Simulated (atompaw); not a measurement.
## Ca (Z = 20): PAW (atompaw) pseudisation with LDA (PW92), scalar-relativistic reference atom.

| Item | Value |
| --- | --- |
| Element | Ca (Z = 20) |
| Generator | atompaw 4.2.0.5 |
| Type | PAW |
| Functional | LDA (PW92) |
| Relativity | scalar-relativistic |
| Frozen core | [Ar] |
| Valence charge | 2 |
| Reference configuration | 3d1 4s1 4p0 |
| Partial waves | 4s (bound): rc 3.00 bohr; 4s channel at 4.3 Ry: rc 3.00 bohr; 4p (bound, empty): rc 3.00 bohr; 4p channel at 4.85 Ry: rc 3.00 bohr; 3d (bound): rc 3.00 bohr; 3d channel at 0.3 Ry: rc 3.00 bohr |
| Local potential | bessel scheme, radius 2.70 bohr |
| Core correction | smooth core density matched at 1.90 bohr |
| Augmentation charge | sinc compensation charge, radius 2.30 bohr; PAW radius 3.00 bohr; waves and projectors: custom polynom2 7 10 vanderbiltortho |

All-electron outer shells of the reference configuration (LDA (PW92), scalar-relativistic, ld1.x):

```json
{"shell": "3s", "level (eV)": "-44.45", "outermost node (bohr)": "0.45", "outermost maximum (bohr)": "0.99"}
{"shell": "3p", "level (eV)": "-25.75", "outermost node (bohr)": "0.42", "outermost maximum (bohr)": "1.06"}
{"shell": "4s", "level (eV)": "-3.40", "outermost node (bohr)": "1.45", "outermost maximum (bohr)": "3.46"}
{"shell": "4p", "level (eV)": "-1.26", "outermost node (bohr)": "1.66", "outermost maximum (bohr)": "4.73"}
{"shell": "3d", "level (eV)": "-0.86", "outermost node (bohr)": "–", "outermost maximum (bohr)": "1.39"}
```

Q: Does the generator finish with these settings?

A: Yes, a potential is produced.

Q: Estimate the cutoffs (Ry, on a coarse ladder) from which the occupation-weighted sum of valence levels, in a spherical-Bessel basis at the reference potential, stays within 10 and 1 mRy of its value at 400 Ry.

A: 8 Ry and 21 Ry.

Q: What does a ghost test show?

A: No extra level below or beside the all-electron valence levels (s, p, d, f tested).

Q: Is the overlap operator S = 1 + Σ q|β⟩⟨β| positive definite (Bessel basis up to 400 Ry)?

A: Yes: its lowest eigenvalue is 0.79 (s channel).

Q: Which valence shell sets the plane-wave cutoff?

A: 3d: its level needs 18 Ry to come within 1 mRy, against 6 Ry for 4s.
